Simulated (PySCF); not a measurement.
Calculation: PBE-D3(BJ)/def2-TZVP // PBE0-D3(BJ)/def2-TZVP (PySCF). All species are isolated molecules in the gas phase. Excitations are Tamm–Dancoff values on a coarser integration grid. The basis has no diffuse functions, so Rydberg states are missing or too high.

Reference species (SMILES): `[SiH3][GaH][SiH3]` (neutral, multiplicity 1).

```
Item                   Value
-------------------  -------
T1 excitation (TDA)  2.79 eV
S1 excitation (TDA)  3.37 eV
```

Changed species: `[SiH3][Ga]([SiH3])[SiH3]` (0 of 3 SiH3 replaced by H; the reference has 1 of 3 SiH3 replaced by H).

What does the change do to the T1 excitation (TDA) and S1 excitation (TDA)?

the T1 excitation (TDA) falls by 0.17 eV, to 2.62 eV; the S1 excitation (TDA) falls by 0.25 eV, to 3.12 eV.
